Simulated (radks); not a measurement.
The numbers below are computed, except where a source is named.
Spherical jellium clusters: N electrons in a uniform positive sphere of charge N and radius rs N^(1/3), rs = 3.21 bohr. Level of theory: non-relativistic Kohn-Sham, exchange-only LDA, spin-polarised, spherical densities (a radial shooting solver with Libxc functionals). Levels are named by radial order and angular momentum (1s, 1p, 1d, 2s, ...), and open shells are averaged over m.

N = 13, configuration 1s2 1p6 1d(up 5, down 0). This is the lowest configuration that the search found. Occupied and some empty levels:

| level | occupation | eigenvalue (eV) | <r> (bohr) |
|---|---|---|---|
| 1s up | 1 | -5.8474 | 4.983 |
| 1s down | 1 | -5.1897 | 4.361 |
| 1p up | 3 | -4.4281 | 5.958 |
| 1p down | 3 | -3.3563 | 5.674 |
| 1d up | 5 | -2.6766 | 6.840 |
| 2s up | 0 | -1.9744 | 6.614 |
| 1d down | 0 | -1.4452 | 6.893 |
| 2s down | 0 | -1.3339 | 6.851 |
| 1f up | 0 | -0.78960 | 8.026 |
| 2p up | 0 | -0.54687 | 9.991 |

Energy (eV): total -9.98597, kinetic 33.285, external -706.67, Hartree 342.76, exchange-correlation -44.925, background 365.57.

Electron density:

| r (bohr) | n(r) (e/bohr^3) |
|---|---|
| 0.892 | 0.004753 |
| 1.85 | 0.005735 |
| 2.81 | 0.006970 |
| 3.76 | 0.007921 |
| 4.72 | 0.007983 |
| 5.68 | 0.006765 |
| 6.63 | 0.004588 |
| 7.59 | 0.002448 |
| 8.55 | 0.001087 |
| 9.51 | 0.0004376 |
| 10.5 | 0.0001675 |
| 11.4 | 0.00006183 |
| 12.4 | 0.00002245 |
